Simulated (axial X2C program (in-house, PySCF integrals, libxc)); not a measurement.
## Potential curves of TiSn, 2c

Computed with an in-house all-electron X2C program for linear molecules (integrals from PySCF). Two-component (2c) means X2C with spin–orbit coupling and atomic mean-field two-electron Coulomb and Gaunt terms. Basis: Sn dyall-cv3z [11s12p9d4f1g], Ti dyall-cv3z [10s10p6d4f2g] (cores contracted in-house); Gaussian nuclei, density fitting, unrestricted open shells. Masses: Sn 119.902 u, Ti 47.948 u.

State: Ω = 4 (⟨Sz⟩ = 1.99, ⟨Lz⟩ = 2.01 at B3LYP). Energies in cm⁻¹ from the lowest point of each curve. Fits are polynomials in 1 − R0/R over 0.85 to 1.23 times the lowest point R0.

```tsv
R (Å)	B3LYP	PBE0
2.3342	5632	5115
2.4415	2457	2097
2.5220	1058	819
2.6025	289	170
2.6830	0	0
2.7769	110	245
2.8708	562	829
2.9915	1468	1895
3.1391	2849	3457
3.3537	5016	5841
```

One determinant describes the state; a PBE0 search over occupations chose it and may have missed a lower one. Density functionals use the spin component along the axis (collinear). Other states lie close and PBE0, whose exact exchange favours high spin, may order them wrongly; the determinant shown need not be the ground state. The nearest other 2c determinant of the search, Ω = 2, lies 0.19 eV up at the distance of the search. Without a current term, density functionals place determinants with orbital angular momentum somewhat too high. With several unpaired electrons one determinant need not be a pure state. Open-shell Ω = 0 determinants with evenly filled partner blocks cannot be reached by this program, so the Ω shown need not be the lowest component.

Q: Fit the B3LYP curve near its minimum: give the equilibrium distance and the harmonic wavenumber.

A: At B3LYP, 2c: Re = 2.704 Å, ωe ≈ 224 cm⁻¹; Be follows as 0.0673 cm⁻¹.

Q: Fit the PBE0 curve near its minimum: give the equilibrium distance and the harmonic wavenumber.

A: At PBE0, 2c: Re = 2.677 Å, ωe ≈ 235 cm⁻¹; Be follows as 0.0687 cm⁻¹.
